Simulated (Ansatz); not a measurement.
MoO₄ (SMILES [O]=[Mo-2](=[O])(=[O])=[O]), charge -2, singlet, geometry from GFN2-xTB (such geometries of metal compounds can be far from the true shape) (core potentials on Mo) (a gas-phase anion, which may not be bound at this level); WB97X-V/def2-SVP (Ansatz, an electronic-structure program).

Input for Ansatz:
Ansatz 0.2 input:
```yaml
crystal:
  periodic: [false, false, false]
  atoms:
    - {symbol: Mo, position_ang: [0.00000000, -0.00000000, 0.00000000]}
    - {symbol: O, position_ang: [1.39196717, -0.30250817, -0.96057373]}
    - {symbol: O, position_ang: [0.47788879, 0.29669542, 1.62338530]}
    - {symbol: O, position_ang: [-0.83104508, 1.37333660, -0.61245111]}
    - {symbol: O, position_ang: [-1.03881088, -1.36752385, -0.05036046]}
basis:
  gaussian:
    orbitals: def2-SVP
hamiltonian:
  xc: {name: wB97X-V}
total_charge: -2
```

Output, abridged:

```
Functional definition: wB97X-V
893 factors; their error is unknown
168 factors; integrals over basis functions are off by at most 7.4e-6 eV
mean field evaluation 1: about -10025.9227 eV, gradient 6.7e1 eV
mean field evaluation 2: about -10001.0495 eV, gradient 1.4e2 eV
mean field evaluation 4: about -10035.3149 eV, gradient 7.8e-1 eV
mean field evaluation 8: about -10035.3064 eV, gradient 6.9e-2 eV
mean field evaluation 16: about -10035.3277 eV, gradient 5.9e-5 eV
mean field -10035.32772968 eV, -368.7914918764 hartree, gradient 3.0e-5 eV, S^2 0.000000; 0 other end points of the search recorded, 0 dependent functions left out
reference -10035.32772720 eV, -368.7914917851 hartree; 24, 24 occupied and 63, 63 virtual orbitals, 893 factors
Total energy: -10035.32772720 eV, -368.7914917851 hartree
```
